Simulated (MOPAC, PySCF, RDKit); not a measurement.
Two conformers of CH6BNO (SMILES CNBO), B3LYP-D3(BJ)/def2-TZVP minima.
Conformer 1 (charge 0, multiplicity 1):
```xyz
10

C     -1.3010     0.4369     0.0640
N     -0.2879    -0.4190    -0.5294
B      1.0701    -0.4522    -0.1971
O      1.5461     0.3905     0.7840
H     -0.8368     1.0629     0.8228
H     -2.0922    -0.1483     0.5411
H     -1.7624     1.0900    -0.6822
H     -0.6214    -1.0396    -1.2474
H      1.7977    -1.2119    -0.7698
H      2.4877     0.2907     0.9366
```
Conformer 2 (charge 0, multiplicity 1):
```xyz
10

C     -1.412    -0.252    -0.171
N     -0.105     0.357    -0.006
B      1.128    -0.290    -0.184
O      2.348     0.322    -0.017
H     -1.993    -0.227     0.756
H     -1.283    -1.295    -0.458
H     -1.996     0.244    -0.953
H     -0.139     1.331     0.260
H      1.144    -1.441    -0.498
H      2.308     1.250     0.237
```

No zero-point or thermal terms.

Rows in 6-31G* carry no dispersion term and start afresh at each structure (6-31G* with six Cartesian d functions). The state reached by PM3, PM6 isn't checked.

Run with MOPAC for PM3, PM6 (differences of heats of formation); PySCF for 6-31G* rows; RDKit for the force fields. Values without a source in brackets are computed.

Problem. One of these levels gives 2.50 kcal/mol for the electronic energy of conformer 2 less that of conformer 1. Which?
A) PM3
B) M06-2X/6-31G*
C) UFF
D) PM6

Solution. B, M06-2X/6-31G*. The others give 0.42 (UFF), -2.27 (PM3), 0.08 (PM6)
